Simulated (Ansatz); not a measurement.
BBrFH$_{3}$OSi (`OB(F)[SiH2]Br`). Total charge 0; spin multiplicity 1. The structure was optimised at the PBE0-D4/def2-TZVP level. It is one conformer, not always the lowest.

```xyz
8

O     1.050   -0.026   -1.616
B     0.413   -0.758   -0.689
F     0.440   -2.077   -0.826
Si   -0.569    0.089    0.881
Br   -0.292    2.301    0.615
H     0.989    0.923   -1.452
H    -2.028   -0.179    0.886
H    -0.003   -0.274    2.203
```

Q: What is the dipole moment at PBE/def2-TZVPP? (Estimate.)

A: Ansatz gave: 0.82 D, with components (-0.30, 0.57, 0.50) D in this frame, pointing from negative to positive charge.

Q: And with r2SCAN, B3LYP, ωB97M-V? (An estimate is asked.)

A: Ansatz gave: r2SCAN 0.84 D, B3LYP 0.94 D, ωB97M-V 0.91 D.

Q: Give the Mulliken charges with PBE, ωB97M-V, B3LYP in def2-TZVPP. (Estimate.)

A: Ansatz gave: 
```tsv
atom	PBE	ωB97M-V	B3LYP
O1	-0.19	-0.22	-0.22
B2	0.33	0.35	0.38
F3	-0.20	-0.23	-0.24
Si4	0.14	0.13	0.20
Br5	-0.22	-0.23	-0.25
H6	0.21	0.21	0.21
H7	-0.03	0.00	-0.04
H8	-0.03	0.00	-0.04
```

B3LYP here is the variant with VWN-RPA as its local correlation; programs differ in this.
